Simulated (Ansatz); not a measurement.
Cost and result up the ladder for the cluster TaO₃H (5 atoms). The state is a singlet with charge 0. Geometry: r2SCAN-D4/def2-TZVP.

Cartesian coordinates in Å:
```
Ta -0.483 1.052 0.242
O -1.083 1.848 -1.145
O 0.783 -0.879 0.766
O 0.536 -0.331 -0.590
H 0.247 -1.690 0.728
```

Ansatz on 4 threads of Intel Xeon Platinum 8375C on a shared host. Times are rough, and most runs start from the orbitals of an earlier one. No level here is sound enough to serve as a yardstick. Binding counts from free atoms at the same level (Ta quartet, O triplet, H doublet; other spins of the atoms weren't run), without zero-point energy or a counterpoise term.

In the def2 sets Ta takes a core potential; there is no spin–orbit coupling. The structure holds one bond between oxygen atoms, so isomers without such links may lie far lower. No other spin state of charge 0 was run. Another isomer (singlet) lies 0.50 eV lower at PBE0-D4/def2-TZVP; other spin states weren't run for this one.

Run but left out: CCSD(T)/def2-TZVPP (restricted singlet, unstable towards broken spin symmetry).

| level | functions | wall time |
| --- | --- | --- |
| LDA (SPW92)/def2-TZVP | 139 | 0.8 s |
| PBE-D4/def2-TZVP (with forces) | 139 | 1 s |
| PBE0-D4/def2-TZVP | 139 | 1.2 s |
| r2SCAN-D4/def2-TZVP | 139 | 1.4 s |
| B97M-V/def2-TZVP | 139 | 2.8 s |

Question: Estimate what each level gives for the binding energy per atom (eV).

Answer: 
```csv
level,binding energy per atom (eV),remarks
LDA (SPW92)/def2-TZVP,4.91,restricted SCF unstable in HF
PBE-D4/def2-TZVP (with forces),4.18,restricted SCF unstable in HF
PBE0-D4/def2-TZVP,3.79,restricted SCF unstable in HF
r2SCAN-D4/def2-TZVP,3.91,restricted SCF unstable in HF
B97M-V/def2-TZVP,3.85,restricted SCF unstable in HF
```
